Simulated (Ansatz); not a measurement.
A nudged elastic band was laid between two geometries of F2H2Si + H4Si (10 atoms, charge 0, multiplicity 1).

The calculation used RHF/6-31G* (Ansatz).

- movable images: 5
- climbing image: yes
- spring: 5.0 eV/Å²
- optimiser: quadratic models (default)
- start path: through a guess of the saddle point
- force threshold: 0.05 eV/Å
- iteration limit: 60
- end points: relaxed

First end point:

```xyz
10
Properties=species:S:1:pos:R:3
Si 0.988 -0.073 -0.351
H 1.556 0.138 0.979
H 1.822 0.449 -1.431
F -0.431 0.629 -0.420
F 0.763 -1.622 -0.576
Si -3.341 0.097 1.515
H -3.505 -0.636 0.246
H -4.498 -0.176 2.390
H -3.262 1.546 1.253
H -2.111 -0.352 2.196
```

Last end point:

```xyz
10
Properties=species:S:1:pos:R:3
Si -0.570 -0.276 -0.736
H 0.533 0.693 3.383
H 0.654 -0.101 0.056
F -0.543 0.799 -1.908
F -0.494 -1.705 -1.430
Si -2.562 -0.084 0.477
H -3.726 -0.284 -0.407
H -2.578 -1.100 1.549
H -2.632 1.259 1.087
H -0.102 0.797 3.729
```

**Question.** Which bonds break or form, and what moves?

**Answer.** Bonds broken: Si1–H2, Si6–H10. Bonds formed: Si1–Si6, H2–H10. F2H2Si + H4Si becomes F2H4Si2 + H2.

**Question.** What energy profile does the band end with?

**Answer.** It converged. The highest image is number 3 of 0 to 6, 100.8 kcal/mol above the first end and 86.3 kcal/mol above the last; the last end lies 14.5 kcal/mol above the first. Neighbouring images differ by up to 3.9 eV, so the band resolves the path poorly. A vibrational analysis at the climbing image gives one clearly imaginary mode, 1872i cm⁻¹: a first-order saddle point. The orbitals stay closed-shell, which can raise the energy where a bond breaks towards radicals; this wasn't checked here.

| image | path coordinate (Å) | energy (kcal/mol) | Si1–H2 (Å) | Si6–H10 (Å) | Si1–Si6 (Å) |
| --- | --- | --- | --- | --- | --- |
| 0 | 0.00 | 0.0 | 1.46 | 1.48 | 4.72 |
| 1 | 1.73 | 0.1 | 1.46 | 1.48 | 4.47 |
| 2 | 3.45 | 10.6 | 1.45 | 1.46 | 3.56 |
| 3 | 5.18 | 100.8 | 1.67 | 1.86 | 2.60 |
| 4 | 7.16 | 16.3 | 3.04 | 3.23 | 2.35 |
| 5 | 9.15 | 14.5 | 4.10 | 4.31 | 2.34 |
| 6 | 11.13 | 14.5 | 4.37 | 4.17 | 2.34 |

**Question.** What is the geometry of the highest image?

**Answer.** 
```xyz
10
Properties=species:S:1:pos:R:3
Si -0.142 -0.058 0.032
H 0.236 -0.741 1.507
H 0.720 1.054 0.398
F -0.930 0.504 -1.259
F 0.363 -1.402 -0.645
Si -2.526 0.215 1.027
H -3.336 -0.615 0.124
H -2.823 -0.129 2.432
H -2.746 1.652 0.808
H -0.835 -0.478 1.377
```

Run time: 4.9 min on 1 thread of Arm Neoverse V1 (shared host), peak memory 0.15 GiB.
